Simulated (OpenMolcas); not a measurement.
**neutral molybdenum: effect of the active space**

```json
{
  "Program": "OpenMolcas",
  "Method": "CASSCF or its RAS form",
  "Basis": "ANO-RCC-VDZP",
  "Scalar Hamiltonian": "DKH2, point nucleus",
  "Spin-orbit coupling": "RASSI with atomic mean-field integrals over the reference wave functions, term energies averaged over their components"
}
```

A. 6 electrons in 6 orbitals (4d 5s); 2S+1 = 7 even, 1 root; 2S+1 = 5 even, 23 roots; 2S+1 = 3 even, 30 roots; 2S+1 = 1 even, 1 root (0 in the spin-orbit step); cost roughly 50 core-seconds
B. 6 electrons in 9 orbitals (RAS2 4d 5s; RAS3 5p, at most 2 electrons); 2S+1 = 7 even, 1 root; 2S+1 = 5 even, 30 roots kept (CI in the orbitals of an earlier block); 2S+1 = 3 even, 72 roots kept (CI in the orbitals of an earlier block); 2S+1 = 1 even, 23 roots kept (CI in the orbitals of an earlier block); 2S+1 = 7 odd, 18 roots; 2S+1 = 5 odd, 13 roots kept (CI in the orbitals of an earlier block); 2S+1 = 3 odd, 3 roots kept (CI in the orbitals of an earlier block, 0 in the spin-orbit step); cost of the order of 90 core-seconds

Energies in cm-1 above 4d5 5s 7S3, the measured ground level; measured values from NIST Handbook of Basic Atomic Spectroscopic Data.

```json
{"Level": "4d5 5s 7S3", "A": "0.0", "B": "0.0", "Measured": "0.0"}
{"Level": "4d5 5s 5S2", "A": "16492", "B": "14291", "Measured": "10768"}
{"Level": "4d4 5s2 5D0", "A": "20270", "B": "17702", "Measured": "10966"}
{"Level": "4d4 5s2 5D1", "A": "20362", "B": "17842", "Measured": ""}
{"Level": "4d4 5s2 5D2", "A": "20546", "B": "18098", "Measured": ""}
{"Level": "4d4 5s2 5D3", "A": "20826", "B": "18445", "Measured": ""}
{"Level": "4d4 5s2 5D4", "A": "21223", "B": "18874", "Measured": ""}
{"Level": "4d5 5s 5G4", "A": "22892", "B": "22191", "Measured": ""}
{"Level": "4d5 5s 5G5", "A": "22892", "B": "22226", "Measured": ""}
{"Level": "4d5 5s 5G3", "A": "22892", "B": "22150", "Measured": ""}
{"Level": "4d5 5s 5G6", "A": "22892", "B": "22246", "Measured": ""}
{"Level": "4d5 5s 5G2", "A": "22892", "B": "22112", "Measured": "16641"}
{"Level": "4d5 5s 5P3", "A": "26042", "B": "24443", "Measured": ""}
{"Level": "4d5 5s 5P2", "A": "26056", "B": "24535", "Measured": ""}
{"Level": "4d5 5s 5P1", "A": "26099", "B": "24629", "Measured": ""}
```

Deviations, from unrounded energies. A percentage is the sum of absolute deviations over the sum of measured energies, with the sign that they share, or ± where signs differ.

| Against measurement | Levels | A | B |
| --- | --- | --- | --- |
| mean absolute deviation (cm-1) | 3 | 7100 | 5200 |
| other terms of the ground configuration (%) | 2 | +43.7 | +32.8 |
| other configurations (%) | 1 | +84.8 | +61.4 |

B lies closest to measurement on these levels. The largest miss of B in the table is 4d4 5s2 5D0, by +6700 cm-1. The ranking rests on the paired levels alone, and a cruder setting can come out closer through cancelling errors.

The spin-orbit steps hold different terms of 4d5 5s (A lacks among others 1I, 1S, a 3D, 3F, a 3G), which shifts levels as well.

Between A and B the level of the table that moves most is 4d4 5s2 5D0, by 2600 cm-1 (lowest in B, highest in A).

Some high roots are left out of the spin-orbit mixing, which shifts the levels that they would mix with. Without dynamic correlation excited terms often stand tens of per cent too high (terms of higher spin than the ground term too low), and those without a measured partner can miss by more than the paired ones. Configurations are named by rounded mean occupations; where the s occupation lies near a half they are strongly mixed, a name can repeat and a true partner stay unpaired. A single d shell beside an s shell can misplace configurations of different d count against each other. Terms from blocks run as CI alone lack orbitals of their own (holds for B). Computed and measured levels are paired by configuration, term and J; levels that our copy of the source lacks, or whose pairing is in doubt (as where it misses far off the trend of its configuration), stay unpaired and out of the deviations. Only configurations of the active space appear. Levels that lie high or do not pair safely by name in every column are left out.
